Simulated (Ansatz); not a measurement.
Mulliken charges of C$_{2}$H$_{3}$NSSi, SMILES `N#C[SiH]1CS1` from r2SCAN/def2-TZVPP in Ansatz (PBE0-D4/def2-TZVP geometry).

```csv
atom,x (Å),y (Å),z (Å),charge (e)
N1,-2.486,-1.212,1.154,-0.058
C2,-1.604,-0.538,0.844,-0.197
Si3,-0.193,0.537,0.375,0.455
C4,1.108,-0.214,-0.671,-0.174
S5,0.046,0.988,-1.630,-0.196
H6,0.080,1.511,1.445,-0.045
H7,1.002,-1.241,-1.005,0.111
H8,2.139,0.112,-0.568,0.104
```

By hand: the dipole of these point charges (1 e Å = 4.8032 D).

Σ q r = (0.501, 0.070, 0.138) e Å, of length 0.524 e Å = 2.52 D.

How does the dipole of the full density compare? (An estimate is asked.)

Ansatz gave: (0.639, 0.231, 0.029) e Å, 3.27 D; the point charges give 0.77 times that, at 17° from its direction.

Point charges leave out the atoms' own dipoles, such as those of lone pairs, and Mulliken's split depends on the basis, so the two needn't agree.
